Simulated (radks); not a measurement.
Neutral boron inside a hard spherical wall (all orbitals vanish at R), configuration held at [He] 2s2 2p1 and not refilled when levels cross. Calculated with a radial shooting solver on a logarithmic mesh with Libxc functionals: scalar-relativistic Kohn-Sham, PBE, spin-polarised, spherical densities, point nucleus; open shells are filled with parallel spins first. Eigenvalues in eV for spin up, with the zero of energy where the potential of the charges vanishes at infinity; a dash marks a level that is unbound or too diffuse for the functional's potential to be trusted. A positive occupied level is held by the wall or, in an anion where self-interaction has pushed it up, behind a barrier. The pressure on the wall is -dE/dV.

R (bohr)  E (hartree)  kinetic (hartree)    e(1s)   e(2s)   e(2p)  e(3s, empty)  e(3p, empty)  pressure (GPa)
free        -24.61300             24.530  -180.56  -9.907  -4.019             -             -               0
15          -24.61300             24.530  -180.56  -9.907  -4.019        -0.164         0.615        < 0.0001
12          -24.61299             24.530  -180.56  -9.905  -4.017         0.083         1.094        0.000202
10          -24.61290             24.531  -180.54  -9.895  -4.005         0.560         1.852         0.00265
8           -24.61205             24.538  -180.44  -9.833  -3.928         1.859         3.619          0.0398
7           -24.60996             24.552  -180.26  -9.725  -3.791         3.305         5.384           0.171
6           -24.60289             24.594  -179.80  -9.453  -3.442         6.018         8.431           0.811
5           -24.57712             24.724  -178.61  -8.724  -2.527        11.540        14.126            4.37
4           -24.47625             25.140  -175.54  -6.617  -0.030        24.073        26.006            27.6
3.5         -24.33743             25.621  -172.52  -4.225   2.624        36.373        37.011            75.2
3           -24.04138             26.509  -167.72   0.270   7.280        57.287        54.938             222
